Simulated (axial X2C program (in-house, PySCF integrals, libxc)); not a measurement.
# InCl: from the spin-free to the two-component result

Computed with an in-house relativistic program for diatomic molecules. Spin-free means the one-electron spin-free X2C Hamiltonian; two-component (2c) means X2C with spin–orbit coupling and atomic mean-field two-electron Coulomb and Gaunt terms, so the difference of the two also holds small scalar two-electron terms. Basis: In dyall-cv3z [11s12p9d4f1g], Cl dyall-av3z [9s8p3d2f] (cores contracted in-house); Gaussian nuclei, density fitting, unrestricted open shells. Masses: In 114.904 u, Cl 34.969 u.

Spin-free state: M_S = 0, Λ = 0 (closed shell); fragments In + Cl.

```csv
level,Re (Å),ωe (cm⁻¹),De (eV),μ (D)
PBE0,2.418,309.8,4.562,-3.54
HF,2.435,306.5,3.389,-3.70
MP2,2.438,309.1,4.687,n/a
CCSD,2.440,307.6,4.396,n/a
CCSD(T),2.442,306.9,4.500,n/a
B97-3,2.444,299.0,4.600,-3.79
```

Correlated methods: 10 electrons correlated (number of frozen shells: In 4 s, 3 p, 2 d; Cl 2 s, 1 p), 258 virtual spin orbitals or spinors in MP2, 90 natural virtuals in coupled cluster.

Dipoles are positive if Cl is the positive end.

Two-component determinant lowest at the distance of the search:

Ω = 0 (closed shell); fragments In + Cl.

```json
{"level": "PBE0", "Re (Å)": "2.418", "ωe (cm⁻¹)": "309.8", "De (eV)": "n/a", "μ (D)": "-3.53"}
{"level": "HF", "Re (Å)": "2.435", "ωe (cm⁻¹)": "306.5", "De (eV)": "3.146", "μ (D)": "-3.69"}
{"level": "MP2", "Re (Å)": "2.438", "ωe (cm⁻¹)": "309.0", "De (eV)": "4.495", "μ (D)": "n/a"}
{"level": "CCSD", "Re (Å)": "2.440", "ωe (cm⁻¹)": "307.5", "De (eV)": "4.207", "μ (D)": "n/a"}
{"level": "CCSD(T)", "Re (Å)": "2.442", "ωe (cm⁻¹)": "306.8", "De (eV)": "4.312", "μ (D)": "n/a"}
{"level": "B97-3", "Re (Å)": "2.445", "ωe (cm⁻¹)": "298.9", "De (eV)": "n/a", "μ (D)": "-3.78"}
```

**Question.** From the two tables, how do the constants change at the CCSD(T) level (2c against spin-free)?

**Answer.** At the CCSD(T) level Re is unchanged within 0.001 Å and ωe doesn't move by more than 0.2 cm⁻¹; De changes by -0.188 eV.

The state is one determinant whose occupation by symmetry is held fixed; it was picked as the lowest of a PBE0 search that is not exhaustive. Closed shells are restricted here (equal orbitals for both partners); the stretched side of such a curve lies too high. Dissociation energies refer to the lowest single-determinant-based atoms at the same level and basis. De is not given where an atomic determinant may have missed its ground term or J level, or where the truncated virtual space spoils (T). CCSD and (T) use frozen natural virtuals with an MP2 correction for the truncation; (T) itself is uncorrected, so its De runs slightly low. Without a current term, density functionals place determinants with orbital angular momentum somewhat too high. With the outer-core shells frozen, correlated bond lengths of heavy atoms tend to come out a few hundredths of an ångström too long.
